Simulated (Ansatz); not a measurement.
`[AlH2][SiH]1C[SiH2]1` → Al• + C• + 7 H• + 2 Si•  (atomization)

Computed with Ansatz on PBE0-D4/def2-TZVP structures; ΔE is electronic, products minus reactants. CCSD(T)/CBS adds triple-zeta CCSD(T) − MP2 to the extrapolated MP2 energy (def2 sets, frozen cores). This one scheme is used for every species, atoms too. Functionals use def2-TZVPP. B3LYP here is the variant with VWN-RPA as its local correlation; programs differ in this. No spin–orbit coupling; open shells (•) take unrestricted orbitals. Spin–orbit coupling would lower the free atoms: a little for Al, C, Si.

CCSD(T)/CBS gives +3339.8 kJ/mol.

Problem. Another level gave +3321.0 kJ/mol. Which?
A. PBE-QIDH/def2-TZVPP
B. BHLYP/def2-TZVPP
C. ωB97X-V/def2-TZVPP
D. B3LYP-D4/def2-TZVPP

Solution. D. B3LYP-D4 3321.0, ωB97X-V 3358.5, BHLYP 3233.5, PBE-QIDH 3310.1 kJ/mol.

Largest T1 diagnostic among the species: 0.018.

At CCSD(T), def2-SVP lies −217.0 kJ/mol from the extrapolated value and def2-TZVPP −86.7 kJ/mol: correlation converges slowly with the basis, and small sets miss more of it in the bonded molecule than in its fragments. From r2SCAN to r2SCAN0 (25 % exact exchange), in def2-TZVPP and without D4, ΔE moves by −32.3 kJ/mol: exact exchange takes away binding that semilocal exchange gives to molecules. Leaving LDA and LC-ωPBE aside and taking each functional with its dispersion term where it has one, the values, not all of them listed here, spread over 127.8 kJ/mol, from BHLYP-D4 to B97M-V. LDA lies +413.0 kJ/mol from PBE without D4, its usual overbinding.

For atomizations the MP2-based limit and the directly extrapolated one differ by several kJ/mol either way, and by 10 to 25 for some Ge, Se and Sn compounds, so smaller differences from it don't rank the levels.
